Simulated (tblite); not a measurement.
C5H10FOPSi.
Geometry (GFN2-xTB, Å), atoms numbered from 1 in this order:
```xyz
19
C5H10FOPSi angstrom
C      2.5434    1.0178   -0.5386
C      1.0799    0.9592   -0.2206
O      0.5835    1.4708    0.7528
P      0.0164    0.1350   -1.5165
C      0.3480   -1.6261   -0.9478
C     -0.6561   -1.4524    0.1903
F     -1.4524   -2.5586    0.3885
C     -1.3998   -0.2345   -0.3610
Si    -1.9973    1.1018    0.8800
H      2.9180    0.0227   -0.7721
H      2.6700    1.6323   -1.4300
H      3.1061    1.4491    0.2865
H     -0.0350   -2.3213   -1.6966
H      1.3632   -1.9121   -0.6758
H     -0.1721   -1.2541    1.1527
H     -2.2371   -0.5828   -0.9711
H     -3.4486    0.8657    0.9691
H     -1.4336    0.8637    2.2022
H     -1.8062    2.4329    0.3157
```

All values are computed: GFN2-xTB (tblite) harmonic vibrations without scaling, gas phase. This tight-binding method is rough: wavenumbers can miss measured ones by several per cent, in bad cases by 10 to 20. Modes of hydrogen on silicon can be 10 to 20 % off. One conformer, not necessarily the lowest.

Harmonic wavenumbers (cm⁻¹): 38.2, 72.0, 75.2, 123.6, 141.3, 181.6, 263.1, 296.0, 307.1, 337.9, 438.2, 447.0, 452.1, 532.4, 551.3, 573.2, 620.9, 678.2, 718.2, 737.0, 789.2, 831.9, 857.2, 862.5, 939.9, 960.0, 973.1, 1022.9, 1069.1, 1076.7, 1100.7, 1114.3, 1157.5, 1178.4, 1258.4, 1315.7, 1359.0, 1427.2, 1436.0, 1438.5, 1723.0, 2192.4, 2300.2, 2322.8, 2929.2, 2948.7, 2978.2, 2982.4, 3005.2, 3021.1, 3038.6.

A = 1427, B = 1082, C = 759.7 MHz; mass 164.022 u (most abundant isotopes); point group C1, symmetry number 1.

Task: What is the zero-point energy?

Result: Half the sum of the wavenumbers: 29597 cm⁻¹ = 84.62 kcal/mol.

Task: Entropy at 298.15 K, 1 bar (ideal gas, RRHO, classical rotation)?

Result: Translation 41.22, rotation 30.00, vibration 34.26: S = 105.5 cal/(mol K).

Task: And Cp and H(298.15 K) − H(0)?

Result: Cp = 43.57 cal/(mol K), of which vibrations give 35.62 (their classical limit is 51 R = 101.3); H(298.15 K) − H(0) = 7.72 kcal/mol without the zero-point energy, 5.35 from vibrations.

Task: Which modes carry the vibrational entropy at 298.15 K?

Result: 38.2 cm⁻¹: 5.35; 72.0 cm⁻¹: 4.10; 75.2 cm⁻¹: 4.01; 123.6 cm⁻¹: 3.04; 141.3 cm⁻¹: 2.79; 181.6 cm⁻¹: 2.31 cal/(mol K); the other 45 give 12.66 together.

Task: How do the functions run with temperature in this model?

Result: 
```tsv
T (K)	S (cal/(mol K))	Cp (cal/(mol K))	H − H(0) (kcal/mol)	G − H(0) (kcal/mol)	ln q(vib)
150	82.2	26.1	2.56	-9.77	3.70
250	98.3	38.0	5.76	-18.82	6.74
400	119.8	54.1	12.71	-35.21	11.28
600	144.8	69.1	25.14	-61.73	17.14
900	175.7	82.8	48.12	-109.97	25.23
```

q(vib) and H(0) count from the zero-point level.

Hindered rotation and anharmonicity are outside this model. Other conformers, if any are populated, would add a mixing term that is left out. The structure is chiral; the term R ln 2 for an equal mix with its mirror image is left out.
